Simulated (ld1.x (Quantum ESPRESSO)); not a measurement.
## manganese (Mn): variants of one TM potential

Base potential:

* Element: manganese (Mn)
* Generator: ld1.x (Quantum ESPRESSO) 7.5
* Type: norm-conserving Troullier–Martins (Kleinman–Bylander form)
* Functional: PBEsol
* Relativity: scalar-relativistic
* Frozen core: [Ne]
* Valence charge: 15
* Reference configuration: 3s2 3p6 3d5 4s0 4p0 (charge +2)
* Partial waves: 3s (bound): rc 1.30 bohr; 3d (bound): rc 1.20 bohr; 3p (bound): rc 0.90 bohr
* Local potential: the p channel
* Core correction: none

Cutoffs, loose and tight: the cutoffs (Ry, on a coarse ladder) from which the occupation-weighted sum of valence levels, in a spherical-Bessel basis at the reference potential, stays within 10 and 1 mRy of its value at 400 Ry. They do not see the model core or the augmentation charge, which bear on the density cutoff. Test errors are all-electron minus pseudo excitation energies from the reference, over the configurations 3s2 3p6 3d5 4s2 4p0; 3s2 3p6 3d5 4s1 4p0; 3s2 3p6 3d4 4s0 4p0; 3s2 3p6 3d6 4s0 4p0; 3s2 3p6 3d4 4s2 4p1; 3s2 3p5 3d5 4s2 4p0; 3s2 3p6 3d5 4s1.5 4p0. A dash means not determined; rows that change the core or the reference have their own tests.

A true bound ghost makes a file unfit for plane-wave use even where its test errors are small: the radial tests pick states by their node count and pass the ghost by.

Cutoffs are not given where the Bessel-basis levels miss the radial ones by over 6 mRy, ghosts where they miss by over 20 mRy; a channel whose overlap is not positive is not tested.

On the changes marked as counting shells twice: ld1.x takes every shell without a wave as core, so the model core holds the marked electrons as well and exchange and correlation see them twice. This cancels in the reference configuration, but the file is broken for other ones, and its errors say nothing about a proper core correction.

```tsv
change	outcome	cutoff, loose	cutoff, tight	bound ghosts	largest test error (meV)
base	generated	140 Ry	230 Ry	none	+964
core correction a·sin(br)/r model core inside 0.70 bohr	generated	140 Ry	230 Ry	none	+958
wave 3d (bound): rc 1.20 bohr becomes 3d (bound): rc 1.38 bohr	generated	120 Ry	230 Ry	none	+947
type ultrasoft; waves now 3s (bound): rcut 1.15, rcutus 1.30 bohr; 4s (bound): rcut 1.15, rcutus 1.30 bohr; 3p (bound): rc 0.90 bohr; 4p (bound): rc 0.90 bohr; 3d (bound): rcut 1.05, rcutus 1.20 bohr; 3d channel at -0.75 Ry: rcut 1.05, rcutus 1.20 bohr; local potential all-electron potential smoothed inside 1.15 bohr (lloc = -1); augmentation built from norm-conserving waves at rcut, not smoothed further	generated	–	–	not determined	-5430
core [Ne] 3s2, valence charge 13; reference 3p6 3d5 4s1.5 4p0.5; waves now 4s (bound): rc 2.30 bohr; 3d (bound): rc 1.55 bohr; 3p (bound): rc 1.05 bohr; core correction a·sin(br)/r model core, default radius (core density twice the valence density) (4p counted twice)	generated	100 Ry	160 Ry	s	-339
reference 3s2 3p6 3d5 4s2 4p0	generated, misses its reference levels by 0.26 eV	140 Ry	230 Ry	none	-1369
all radii scaled by about 1.15 (s 1.48, p 1.04, d 1.38 bohr)	generated	120 Ry	180 Ry	none	+1581
local potential the s channel	generated	140 Ry	230 Ry	none	+2060
```
